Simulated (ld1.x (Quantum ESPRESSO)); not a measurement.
**An all-electron radial function and its pseudo partner (titanium)**

Columns: radius, all-electron u(r) and pseudo u(r) of the 3d shell (level -4.46 eV) of titanium in the configuration [Ne] 3s2 3p6 3d2 4s2 4p0; LDA (PZ), scalar-relativistic, TM scheme, ld1.x (Quantum ESPRESSO) 7.5.

```csv
r (bohr),all-electron,pseudo
0.088,0.0231,0.0035
0.175,0.1087,0.0266
0.262,0.2306,0.0831
0.350,0.3606,0.1787
0.438,0.4788,0.3060
0.525,0.5757,0.4472
0.612,0.6506,0.5838
0.700,0.7048,0.6991
0.788,0.7399,0.7800
0.875,0.7591,0.8234
0.962,0.7659,0.8350
1.050,0.7631,0.8232
1.138,0.7530,0.7973
1.225,0.7377,0.7658
1.312,0.7187,0.7337
1.400,0.6969,0.7032
1.487,0.6736,0.6755
1.575,0.6491,0.6494
1.662,0.6243,0.6243
1.750,0.5992,0.5992
1.838,0.5743,0.5743
1.925,0.5501,0.5501
2.012,0.5264,0.5264
2.100,0.5032,0.5032
2.188,0.4808,0.4808
2.275,0.4594,0.4594
```

**Question.** How many radial nodes do the two functions have?

**Answer.** The all-electron 3d function has n − l − 1 = 0; the pseudo-wave has 0.

**Question.** At about which radius was the pseudo-wave matched?

**Answer.** 1.75 bohr. The columns agree to 0.0005 from 1.57 bohr on; several derivatives are matched, so the curves merge somewhat inside the radius.

**Question.** Where does each function peak?

**Answer.** Outermost all-electron maximum near 0.96 bohr, pseudo maximum near 0.96 bohr (to the table’s step).

**Question.** Is the pseudo-wave norm-conserving?

**Answer.** Yes: the TM scheme keeps the norm inside the radius equal to the all-electron one, which fixes the energy derivative of the logarithmic derivative at the level.
